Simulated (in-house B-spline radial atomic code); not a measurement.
A run on neutral cobalt (an excited or competing configuration) that did not converge. Method: non-relativistic wB97X, spin-polarised, spherical fractional occupations, exact exchange averaged over the configuration, point nucleus; computed with a B-spline radial code for spherical atoms.

Command:
```bash
python run_scf.py task.json out
```
Settings:
```
Z                27
configuration    [Ar] 3d7 4s1 5d1
hamiltonian      nr
method           wb97x
spin_polarised   True
exact_exchange   averaged over the configuration
```

First and last ten iterations of the last attempt (damped for 15 steps, keeping 80 % of the old Fock matrix, then DIIS):
```
 iter        energy (Eh)    residual
    1       -1379.434756    3.62e-01
    2       -1379.280893    3.35e-01
    3       -1381.112996    2.04e-01
    4       -1381.946876    1.22e-01
    5       -1382.285163    6.83e-02
    6       -1382.409141    3.66e-02
    7       -1382.451102    1.96e-02
    8       -1382.464728    1.01e-02
    9       -1382.469243    6.33e-03
   10       -1382.470905    4.60e-03
  111       -1382.472557    4.09e-04
  112       -1382.472557    4.06e-04
  113       -1382.472560    3.45e-04
  114       -1382.472539    7.28e-04
  115       -1382.472564    2.65e-04
  116       -1382.472533    8.43e-04
  117       -1382.472540    7.23e-04
  118       -1382.472493    1.27e-03
  119       -1382.472573    3.12e-04
  120       -1382.472563    2.92e-04
 not converged after 120 iterations
```

The smallest residual met was 2.3e-04; the threshold is about 3e-07. No energy from this run should be used. Cost of the run: 30 s on 1 thread of Arm Neoverse N1 (shared host).
